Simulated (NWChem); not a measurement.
**Correlation energy of ITl**

```xyz
2

Tl     0.0000     0.0000    -1.1460
I      0.0000     0.0000     1.7514
```
Charge 0, spin multiplicity 1.

The numbers come from NWChem runs, not from measurements. Structure: optimised with B3LYP/def2-SVP with def2 effective core potentials on I, Tl, a minimum by its harmonic frequencies.

Basis set: def2-TZVP. Each correlation energy counts from its own Hartree-Fock reference.

Effective core potentials replace the inner electrons of I, Tl; spin-orbit coupling is left out. The correlated methods keep 8 core orbitals frozen. The structure started from a generated list of species. Coupled-cluster values serve here as a point of comparison, not as the truth.

Problem. For the correlation energy, MP2 gives -855.0 mHa and SCS-MP2 gives -755.8 mHa. What do CCSD, CR-CCSD[T], CR-CCSD(T) give?

Solution. CCSD: -798.2 mHa; CR-CCSD[T]: -812.0 mHa; CR-CCSD(T): -811.3 mHa.
